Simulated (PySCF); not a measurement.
# Computed structure and properties of [Tl(OH)2]−

System: [Tl(OH)2]− (singlet); start: displaced along the imaginary mode (C2v). Method: PySCF 2.14.0, RKS PBE, Tl def2-SVP with ECP60, O def2-SVP, H def2-SVP; non-relativistic Hamiltonian with scalar-relativistic core potentials where named; density fitting; no spin-orbit coupling.

Input of the relaxation:

```python
mol = gto.M(atom='''
Tl     0.00519    -0.00158     0.00012
O     -0.01821     0.17806     2.35604
H     -0.23919     0.31671     3.32979
O     -0.01821    -0.16701    -2.35685
H     -0.23919    -0.17167    -3.34041''',
    basis={'Tl': 'def2-SVP', 'O': 'def2-SVP', 'H': 'def2-SVP'},
    ecp={'Tl': 'def2-SVP'},
    charge=-1, spin=0)
mf = dft.RKS(mol, xc='PBE')
mf.grids.atom_grid = (50, 194)
mf = mf.density_fit()  # fitting sets: Tl def2-universal-JKFIT, O def2-universal-JKFIT, H def2-universal-JKFIT
mf.conv_tol = 1e-08; mf.max_cycle = 55
mf.kernel(dm0)  # dm0: converged density of the start geometry
# quasi-Newton relaxation in Cartesian coordinates to a largest gradient under 0.00045 Eh/bohr, steps kept in the point group
```

Run from Python with OMP_NUM_THREADS=2; the lines above give its settings. Where DIIS fails, smearing, a level shift and second-order steps follow.
It took 46 s on 2 threads of Arm Neoverse V1, on a shared host, from the converged density of the start.

Course of the relaxation:

| step | energy above end (eV) | largest force component within the symmetry (eV/Å) |
| --- | --- | --- |
| 0 | 1.2470 | 1.060 |
| 1 | 1.2028 | 0.156 |
| 2 | 1.1691 | 0.218 |
| 3 | 1.1183 | 0.297 |
| 4 | 1.1115 | 1.624 |
| 5 | 1.0708 | 0.912 |
| 6 | 1.0517 | 0.854 |
| 7 | 0.9781 | 0.932 |
| 27 | 0.0277 | 0.340 |
| 28 | 0.0153 | 0.505 |
| 29 | 0.0085 | 0.180 |
| 30 | 0.0020 | 0.161 |
| 31 | 0.0001 | 0.047 |
| 32 | 0.0000 | 0.004 |
(The steps between are left out.)

Relaxed geometry (C2v):

```xyz
5

Tl    1.4306   -0.4338    0.0318
O    -0.0950    0.1473    1.6164
H    -0.8751    0.3443    1.0587
O    -0.0950   -0.0897   -1.6206
H    -0.8751    0.1864   -1.0975
```

```json
{"contact": "Tl1–O2 (OH)", "Å": "2.275"}
{"contact": "Tl1–O4 (OH)", "Å": "2.275"}
```

On the finer grid (75, 302):

| Item | Value |
| --- | --- |
| HOMO | 0.40 eV |
| LUMO | 3.61 eV |
| Dipole about the centre of mass | 1.91 D |
| Set of Mulliken populations of Tl1 outside the core potential | s 3.90, p 7.12, d 10.10 |
| D3(BJ) dispersion energy (not in the energies) | -0.066 eV |

| atom | Mulliken (e) | Löwdin (e) | spin (e) |
| --- | --- | --- | --- |
| Tl1 | -0.12 | -0.23 | 0.00 |
| O2 | -0.52 | -0.39 | 0.00 |
| H3 | 0.08 | 0.00 | 0.00 |
| O4 | -0.52 | -0.39 | 0.00 |
| H5 | 0.08 | 0.00 | 0.00 |

The highest filled level lies above zero, as often for anions with such functionals and bases; it isn't the detachment energy.

On the grid (50, 194), as all that follows. Harmonic modes: a minimum; lowest 132 cm⁻¹ (negative: unstable), highest 3652 cm⁻¹, zero-point energy 0.614 eV.

Taking off one OH (charge -1, singlet; the rest: singlet) in vacuum, both parts rigid, costs 3.83 eV; the small basis without counterpoise inflates it.

Rigid scan of OH along the line from its metal, all other atoms held (where the atom bridges, its other bond changes as well):

(distance to O2 (Å), energy (eV)): (1.98, 0.620), (2.08, 0.234), (2.18, 0.051), (2.28, 0.000), (2.38, 0.035), (2.48, 0.121), (2.68, 0.370), (2.98, 0.777), (3.38, 1.241), (3.88, 1.664)

One start shape was tried, so this needn't be the lowest isomer.
